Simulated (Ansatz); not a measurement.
System: CdSe, charge 0, singlet. CdSe (SMILES [Se]=[Cd]).
B3LYP-D3(BJ)/def2-TZVP minimum from Ansatz (a quantum-chemistry and plane-wave program):
```xyz
2

Cd     0.0000     0.0000    -0.9919
Se     0.0000     0.0000     1.4003
```

Atomisation energy term by term, kcal/mol (programs: Ansatz). Open shells are spin-unrestricted; no spin-orbit coupling. Cores are frozen in correlated methods (noble-gas shells, and filled d and f shells in the p block). Past Kr the def2 sets carry scalar-relativistic core potentials. CBS(X,Y): correlation extrapolated as X^-3, Hartree-Fock from the larger set. A bracket is a step between two methods taken in the basis named. The restricted determinant of CdSe ([Se]=[Cd], singlet) is unstable towards broken spin symmetry in at least one set run.

| term | basis | kcal/mol |
|---|---|---|
| Hartree-Fock | def2-QZVPP | -11.51 |
| CCSD correlation | CBS(def2-TZVPP,def2-QZVPP) | 26.71 |
| (T) | CBS(def2-TZVPP,def2-QZVPP) | 5.13 |
| CCSDT(Q) - CCSD(T) | def2-TZVPP | 0.59 |
| sum: De |  | 20.9 |

The step beyond CCSD(T) by other levels: CCSDT(Q) in def2-SVP 0.73 kcal/mol.
